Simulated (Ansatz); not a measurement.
A single point on C2H7BS2 (`CCB(S)S`).

```yaml
crystal:
  periodic: [false, false, false]
  atoms:
    - {symbol: C, position_ang: [0.353206, 1.722546, 0.139165]}
    - {symbol: C, position_ang: [0.841297, 0.284631, 0.273287]}
    - {symbol: B, position_ang: [-0.199886, -0.849325, -0.048521]}
    - {symbol: S, position_ang: [0.153937, -2.485736, 0.615008]}
    - {symbol: S, position_ang: [-1.626520, -0.436895, -1.064145]}
    - {symbol: H, position_ang: [-0.468105, 1.929579, 0.829092]}
    - {symbol: H, position_ang: [1.153163, 2.435186, 0.351581]}
    - {symbol: H, position_ang: [-0.009519, 1.930129, -0.870923]}
    - {symbol: H, position_ang: [1.260398, 0.118123, 1.272148]}
    - {symbol: H, position_ang: [1.684943, 0.118016, -0.411866]}
    - {symbol: H, position_ang: [-0.870671, -3.170667, 0.082628]}
    - {symbol: H, position_ang: [-2.195243, -1.650886, -1.133353]}
basis:
  gaussian: {orbitals: def2-TZVPP}
hamiltonian: {xc: pbe}
correlation: {method: rpa}
```

```sh
$ ansatz run in.yaml --threads 4 --pin off --events-out ev --progress --plain --max-ram 10444MiB
```

It prints (some lines left out):

```
Functional definition: PBE
1582 factors; integrals over basis functions are off by at most 1.1e-3 eV
mean field evaluation 1: about -24511.0826 eV, gradient 7.6e1 eV
mean field evaluation 2: about -24511.0717 eV, gradient 7.6e1 eV
mean field evaluation 4: about -24523.2377 eV, gradient 2.7e1 eV
mean field evaluation 8: about -24525.3615 eV, gradient 4.2e-1 eV
mean field evaluation 16: about -24525.3616 eV, gradient 7.6e-4 eV
mean field -24525.36159999 eV, -901.2904149125 hartree, gradient 3.9e-6 eV, S^2 0.000000; 0 other end points of the search recorded, 0 dependent functions left out
13 core orbitals not correlated: weight in the atoms' cores, before any rotation towards them, 1.000 or more for the frozen orbitals, at most 0.000 for the correlated occupied ones
reference -24480.25387209 eV, -899.6327364873 hartree; 15, 15 occupied and 247, 247 virtual orbitals, 1582 factors
Total energy: -24517.99425547 eV, -901.0196699951 hartree
```

Hardware: 4 threads of an Arm Neoverse V1 on a shared host. Wall time 6.5 s, peak host memory 0.7 GiB.
